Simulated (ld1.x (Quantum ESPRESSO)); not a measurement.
## B, PAW: configuration errors across variants

boron, PAW, made with ld1.x (Quantum ESPRESSO) 7.5 (PBEsol, scalar-relativistic). Core [He], reference 2s2 2p1. Waves: 2s (bound): rcut 1.10, rcutus 1.30 bohr; 2s channel at -0.15 Ry: rcut 1.10, rcutus 1.30 bohr; 2p (bound): rcut 3.85, rcutus 4.15 bohr; 2p channel at 0.15 Ry: rcut 3.85, rcutus 4.15 bohr; 3d channel at -0.05 Ry: rcut 3.75, rcutus 4.40 bohr. Local part: all-electron potential smoothed inside 2.30 bohr (lloc = -2). Core correction: a·sin(br)/r model core inside 0.65 bohr. Augmentation charge: PSQ, inside the norm-conserving radii.

All-electron excitation energies from the reference (eV): (1) 2s2 2p0 8.139; (2) 2s1 2p0 33.401; (3) 2s2 2p0.5 2.855; (4) 2s2 2p1.3 -0.724; (5) 2s0 2p3 11.657; (6) 2s1 2p1 14.264; (7) 2s1 2p2 5.819.

The overlap operator is not positive definite (basis up to 400 Ry) in “local potential all-electron potential smoothed inside 2.52 bohr (lloc = -2)”. Such files are unfit for use, however small their errors in these radial tests.

Tests that are not counted but printed errors over 1 eV. “waves 2p (bound): rcut 3.85, rcutus 4.82 bohr; 2p channel at 0.15 Ry: rcut 3.85, rcutus 4.82 bohr”: 2s2 2p1.3 (solver errors, printed error -52.2 eV); 2s0 2p3 (solver errors, printed error -45.7 eV); 1 more.

2 further variants failed, have other tests or another functional or relativity, and are left out.

Errors AE − PS in meV (a dash: test not solved or not reliable):

```tsv
change	(1)	(2)	(3)	(4)	(5)	(6)	(7)	bound ghosts
base	+26	+16	+14	+1.8	-5.2	+24	+2.5	none
wave 3d channel at -0.05 Ry: rcut 3.75, rcutus 4.40 bohr becomes 3d channel at -0.05 Ry: rcut 2.64, rcutus 2.80 bohr	+26	+16	+14	+1.8	-5.2	+24	+2.5	none
waves 2p (bound): rcut 3.85, rcutus 4.82 bohr; 2p channel at 0.15 Ry: rcut 3.85, rcutus 4.82 bohr	+2.9	-19	-5.1	–	–	–	+7.0	none
local potential all-electron potential smoothed inside 2.52 bohr (lloc = -2)	+29	+13	+21	+1.9	-4.9	+41	+4.7	not determined (overlap not positive)
core correction a·sin(br)/r model core inside 0.56 bohr	+25	+15	+14	+1.8	-5.2	+24	+2.4	none
```

**Question.** Give the same row for: wave 2s channel at -0.15 Ry: rcut 1.10, rcutus 1.30 bohr becomes 2s channel at -0.56 Ry: rcut 1.10, rcutus 1.30 bohr.

**Answer.** +32, +20, +19, +1.3, -5.2, +36, +2.3; bound ghosts: none.
